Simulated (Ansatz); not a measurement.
`CC(=O)SCCCCc1c(F)c(F)c(F)c(F)c1F`. Charge 0, multiplicity 3. Geometry PBE-D4/def2-SVP, that of the neutral singlet; atoms count from 1.

```xyz
30

C     1.251    3.569    2.653
C     1.559    2.444    1.687
O     1.250    2.445    0.510
S     2.414    1.062    2.475
C     2.491   -0.071    1.044
C     1.182   -0.814    0.783
C     1.282   -1.761   -0.417
C    -0.045   -2.467   -0.761
C    -1.143   -1.508   -1.149
C    -2.106   -1.071   -0.224
F    -2.080   -1.541    1.035
C    -3.110   -0.152   -0.568
F    -4.015    0.241    0.333
C    -3.149    0.368   -1.873
F    -4.093    1.247   -2.213
C    -2.196   -0.044   -2.821
F    -2.235    0.448   -4.062
C    -1.206   -0.964   -2.443
F    -0.299   -1.338   -3.361
H     1.116    4.509    2.085
H     2.045    3.687    3.416
H     0.303    3.339    3.184
H     3.328   -0.765    1.262
H     2.768    0.549    0.167
H     0.877   -1.377    1.691
H     0.390   -0.060    0.595
H     1.630   -1.197   -1.309
H     2.052   -2.539   -0.222
H     0.126   -3.169   -1.602
H    -0.386   -3.068    0.105
```

Single mean-field runs in def2-TZVP are fitted with def2-universal-jkfit. At PBE0-D4/def2-TZVP a singlet of charge 0 lies 4.09 eV below the triplet at the same geometry.

Question: Estimate the Mulliken populations of the heavy atoms from the PBE0/def2-TZVP orbitals of Ansatz.

Answer: 
| atom | charge (e) | spin (α − β) |
| --- | --- | --- |
| C1 | -0.38 | 0.00 |
| C2 | 0.21 | 0.00 |
| O3 | -0.33 | 0.00 |
| S4 | -0.09 | 0.00 |
| C5 | -0.14 | 0.00 |
| C6 | -0.29 | 0.01 |
| C7 | -0.23 | 0.02 |
| C8 | -0.14 | -0.04 |
| C9 | -0.13 | 0.59 |
| C10 | 0.21 | -0.19 |
| F11 | -0.18 | -0.01 |
| C12 | 0.15 | 0.53 |
| F13 | -0.14 | 0.05 |
| C14 | 0.14 | 0.56 |
| F15 | -0.15 | 0.05 |
| C16 | 0.13 | -0.22 |
| F17 | -0.16 | -0.01 |
| C18 | 0.17 | 0.58 |
| F19 | -0.16 | 0.05 |
Mulliken values depend strongly on the basis.

Question: Where does the spin sit?

Answer: Summed by element: C 1.83, O 0.00, S 0.00, F 0.13, H 0.04, of 2 unpaired in all. Largest on single atoms: C9 0.59, C18 0.58, C14 0.56.

Question: And the Mayer bond orders between heavy atoms (over 0.3)?

Answer: C1–C2 0.98 (1.51 Å); C2–O3 1.95 (1.22 Å); C2–S4 1.20 (1.81 Å); S4–C5 0.98 (1.83 Å); C5–C6 1.00 (1.53 Å); C6–C7 1.02 (1.53 Å); C7–C8 0.98 (1.54 Å); C8–C9 0.97 (1.51 Å); C9–C10 1.31 (1.40 Å); C9–C18 0.93 (1.41 Å); C10–F11 1.06 (1.34 Å); C10–C12 1.41 (1.40 Å); C12–F13 1.13 (1.34 Å); C12–C14 0.99 (1.40 Å); C14–F15 1.10 (1.33 Å); C14–C16 1.38 (1.41 Å); C16–F17 1.10 (1.34 Å); C16–C18 1.40 (1.40 Å); C18–F19 1.10 (1.34 Å).
